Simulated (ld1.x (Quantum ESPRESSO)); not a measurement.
## What one change does to a pseudopotential (F, TM)

ld1.x (Quantum ESPRESSO) 7.5 input, shortened:

```
&input
   title='F', zed=9., rel=1, dft='PBE', iswitch=3,
   config='[He] 2s2 2p5'
 /
 &inputp
   pseudotype=2, tm=.true., lloc=-1, rcloc=0.85,
   nlcc=.false.
 /
2
2S  1  0   2.00   0.00  0.70  0.70  0.0
2P  2  1   5.00   0.00  1.35  1.35  0.0
 &test
   configts(1)='2s2 2p5'
 /
```

Change: all radii scaled by about 0.92 (s 0.64, p 1.24 bohr); local potential all-electron potential smoothed inside 0.78 bohr (lloc = -1).

Cutoffs: the cutoffs (Ry, on a coarse ladder) from which the occupation-weighted sum of valence levels, in a spherical-Bessel basis at the reference potential, stays within 10 and 1 mRy of its value at 400 Ry; they do not see the model core or the augmentation charge, which bear on the density cutoff. Errors are all-electron minus pseudo energies relative to the spin-unpolarised reference configuration.

Problem. What does the change do?

Solution. The potential gets harder (120 Ry and 260 Ry → 140 Ry and 260 Ry); of the 7 tests that both files solve, the error grows in 0 and shrinks in 5 by more than 15 % and 0.3 meV (median size 45.2 → 24.7 meV); neither file shows a bound ghost. A smaller radius makes the pseudo-wave follow the all-electron one further in, where it bends more sharply, so more plane waves are needed. Less of the atom is replaced, so other configurations are described better.

```tsv
quantity	base	changed
cutoff, loose	120 Ry	140 Ry
cutoff, tight	260 Ry	260 Ry
loose cutoff by channel (10 mRy a level)	s 90 Ry, p 70 Ry	s 90 Ry, p 80 Ry
bound ghosts	none	none
error for 2s2 2p4, meV [ΔE 19.39 eV]	+12	+6.4
error for 2s2 2p3, meV [ΔE 57.78 eV]	+139	+86
error for 2s2 2p2, meV [ΔE 118.41 eV]	+642	+419
error for 2s2 2p1, meV [ΔE 204.21 eV]	+1987	+1351
error for 2s1 2p5, meV [ΔE 38.49 eV]	-45	-25
error for 2s2 2p5.3, meV [ΔE -2.67 eV]	+0.3	+0.3
error for 2s1 2p6, meV [ΔE 18.81 eV]	+13	+13
```
